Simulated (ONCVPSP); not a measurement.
**u(r) = r·R(r): atom against pseudo-atom (caesium (Cs))**

Columns: radius, all-electron u(r) and pseudo u(r) of the 5p shell (level -18.67 eV) of caesium in the configuration [Kr] 4d10 5s2 5p6; PBE, scalar-relativistic, ONCV scheme, ONCVPSP 4.0.1.

```tsv
r (bohr)	all-electron	pseudo
0.173	0.2116	0.0188
0.345	-0.0074	0.0728
0.518	-0.3714	0.1566
0.690	-0.3233	0.2604
0.862	-0.0498	0.3743
1.035	0.2553	0.4877
1.208	0.5015	0.5895
1.380	0.6669	0.6708
1.553	0.7606	0.7272
1.725	0.7962	0.7557
1.898	0.7899	0.7574
2.070	0.7556	0.7354
2.242	0.7042	0.6942
2.415	0.6432	0.6396
2.588	0.5787	0.5778
2.760	0.5150	0.5149
2.932	0.4541	0.4541
3.105	0.3973	0.3973
3.278	0.3455	0.3455
3.450	0.2994	0.2994
3.623	0.2581	0.2581
3.795	0.2220	0.2220
3.968	0.1902	0.1902
4.140	0.1627	0.1627
4.312	0.1387	0.1387
4.485	0.1180	0.1180
```

(1) How many radial nodes do the two functions have?

(2) At about which radius was the pseudo-wave matched?

(3) Where does each function peak?

(4) Is the pseudo-wave norm-conserving?

## Answers

(1) The all-electron 5p function has n − l − 1 = 3 (the table is too coarse to show those close to the nucleus); the pseudo-wave has 0, since the states of the same l below it are removed with the core.

(2) 3.20 bohr. The columns agree to 0.0005 from 2.76 bohr on; several derivatives are matched, so the curves merge somewhat inside the radius.

(3) Outermost all-electron maximum near 1.73 bohr, pseudo maximum near 1.90 bohr (to the table’s step).

(4) Yes: the ONCV scheme keeps the norm inside the radius equal to the all-electron one, which fixes the energy derivative of the logarithmic derivative at the level.
